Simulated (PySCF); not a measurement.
Cl4Cu2, SMILES [Cl]1->[Cu]([Cl]->[Cu]1[Cl])[Cl] (connectivity only; charge and spin as stated), neutral, multiplicity 3.

Geometry optimised at B3LYP-D3(BJ)/def2-SVP. The spin state was assumed, not searched. The values are those of a single conformer.

The numbers are results of PySCF with PBE/def2-TZVP, not measurements.

### Question
Estimate the frontier levels, dipole moment and polarisability. (Estimate from the structure and the level; the computed values follow.)

### Answer

The α spin, highest occupied and lowest empty level is -7.49 and -1.85 eV and the β spin, highest occupied and lowest empty level comes out as -7.29 and -6.95 eV. The dipole moment is 0.00 D and the quadrupole, principal values (traceless, Buckingham form, about the centre of nuclear charge) comes out as -10.81, 5.07, 5.74 D·Å. The mean static polarisability is 134.1 bohr³ (19.87 Å³) and the polarisability, principal values comes out as 57.6, 91.3, 253.4 bohr³. The ⟨S²⟩ is 2.003 (pure state 2.00).
